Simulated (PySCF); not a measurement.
**`C#C[Si@@]1(N)[SiH2][SiH2][Si@@H]1O`, C2H9NOSi4**

Cartesian coordinates in Å; atom numbers follow the order of the lines, from 1:
```xyz
17

C     2.4983   -0.8865    2.5352
C     1.7440   -0.7638    1.6046
Si    0.5752   -0.5796    0.1671
N     0.9796   -1.6614   -1.1387
Si   -1.7262   -0.7442    0.6874
Si   -2.0420    1.4321   -0.1616
Si    0.2549    1.6031   -0.6792
O     0.5925    1.7441   -2.2801
H     3.1545   -0.9905    3.3523
H     0.8494   -2.6525   -1.0059
H     1.8473   -1.5125   -1.6312
H    -2.4857   -1.8326    0.0494
H    -2.0371   -0.9382    2.1120
H    -2.9975    1.5417   -1.2797
H    -2.5666    2.4141    0.7999
H     1.0556    2.7437   -0.2314
H     0.2967    1.0950   -2.9100
```

Method: PySCF, TDDFT CAM-B3LYP/def2-SVPD circular dichroism and optical rotation, one conformer, gas phase. Geometry: GFN2-xTB.

The molecule is flexible and this is one conformer; a measurement averages over conformers.

Task: Draw the ECD and absorption spectra from the lowest 16 states, each a Gaussian of half-width 0.2 eV at 1/e height.

Result: 
```csv
E (eV),λ (nm),Δε (L mol⁻¹ cm⁻¹),ε (L mol⁻¹ cm⁻¹)
3.43,362,+0.01,0.177
3.58,347,+0.17,4.28
3.73,333,+1.36,33.7
3.88,320,+3.48,86
4.03,308,+2.88,71.3
4.18,297,+0.78,19.2
4.33,286,+0.07,1.69
4.48,277,0.00,0.693
4.63,268,-0.10,9.21
4.78,259,-0.76,47.4
4.93,252,-2.40,96.6
5.08,244,-2.75,87.4
5.23,237,-0.31,118
5.38,231,+4.20,555
5.53,224,+3.89,1720
5.68,218,-17.45,6780
5.83,213,-35.46,20100
5.98,207,-13.18,26100
6.13,202,+11.60,18500
6.28,197,+9.18,13300
6.43,193,+6.89,12300
6.58,188,+36.51,10500
```
Δε uses R in velocity form, ε uses f in length form. Only the states computed contribute, so the short-wavelength end is incomplete.
